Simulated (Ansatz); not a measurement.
Basis sets compared for cis-[IrF2(NH3)4]+ (IrN₄F₂H₁₂⁺). Total charge 1; singlet. Geometry PBE0-D4/def2-SVP. Ansatz on 4 threads of Arm Neoverse V1 on a shared host; times are rough, and most runs start from earlier orbitals.

```xyz
19

Ir    0.083    0.130   -0.229
F     1.811    0.122   -1.164
N    -1.813    0.234    0.660
H    -2.290    0.875    0.010
H    -1.872    0.645    1.593
H    -2.363   -0.627    0.697
F    -0.867    1.350   -1.440
N     1.221   -1.157    0.973
H     2.118   -1.144    0.465
H     0.920   -2.131    1.035
H     1.410   -0.859    1.932
N     0.792    1.869    0.653
H     0.283    2.625    0.178
H     1.764    1.943    0.330
H     0.772    2.052    1.657
N    -0.447   -1.331   -1.605
H    -0.881   -2.222   -1.357
H     0.420   -1.527   -2.120
H    -1.062   -0.847   -2.269
```

In the def2 sets Ir takes a core potential; there is no spin–orbit coupling.

| level | functions | energy (Eh) | HOMO (eV) | LUMO (eV) | wall time |
| --- | --- | --- | --- | --- | --- |
| PBE-D4/def2-SVP | 176 | -529.4866 | -8.42 | -4.69 | 2.9 s |
| PBE0-D4/def2-SVP | 176 | -529.4451 | -10.14 | -3.67 | 3.9 s |

(1) Estimate the rows for PBE-D4/def2-TZVP (with forces), PBE0-D4/def2-TZVP (with forces).

Results:

(1) 
```
                          level  functions  energy (Eh)  HOMO (eV)  LUMO (eV)  wall time
 PBE-D4/def2-TZVP (with forces)        298    -530.0112      -8.54      -4.93      5.5 s
PBE0-D4/def2-TZVP (with forces)        298    -529.9644     -10.20      -4.12       12 s
```
